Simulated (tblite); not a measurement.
Task: Give a GFN2-xTB geometry of `C[Si](C)(C)N1C=NC=N1` (1-trimethylsilyl-1,2,4-triazole).

Result: 
Z-matrix in Å and degrees, rows numbered from 1:
```
C 
Si  1  1.9026
C   2  1.9017  1  112.55
C   2  1.8980  1  112.57  3  -129.63
N   2  1.7792  1  105.72  3   115.34
C   5  1.3471  2  133.38  1   -16.20
N   6  1.3072  5  111.28  2  -177.83
C   7  1.3513  6  102.89  5     0.11
N   8  1.3068  7  113.91  6     0.01
H   1  1.0864  2  111.47  3  -172.49
H   1  1.0861  2  112.06  3   -51.58
H   1  1.0852  2  110.54  3    68.06
H   3  1.0854  2  111.51  1   -67.98
H   3  1.0864  2  110.63  1   172.01
H   3  1.0870  2  111.43  1    52.36
H   4  1.0865  2  111.52  1   -43.74
H   4  1.0854  2  111.28  1    76.56
H   4  1.0858  2  110.55  1  -163.39
H   6  1.0698  5  123.07  2     2.31
H   8  1.0709  7  123.00  6   179.99
```

Of the pairs four or more bonds apart, C1···H19 is among the closest relative to their van der Waals radii: 3.02 Å, 104 % of the sum of Bondi's values. N9 (pyridine-type nitrogen) is bent (angle 104.4°). N7 (pyridine-type nitrogen) is bent (angle 102.9°). The 5-membered ring N5–C6–N7–C8–N9 has internal angles of 102.9° to 113.9°; it is planar, 0.00 Å rms from its mean plane, widest ring torsion 0°.

Structure optimised with GFN2-xTB, isolated species.

Point group: C1 (no symmetry element, even within 0.4 Å). Its GFN2-xTB frequencies are all real (lowest 18 cm⁻¹). 2 starts were optimised and ended at 0.00 and 0.32 kcal/mol (GFN2-xTB); the lowest of these is shown.

All values are computed, not measured.
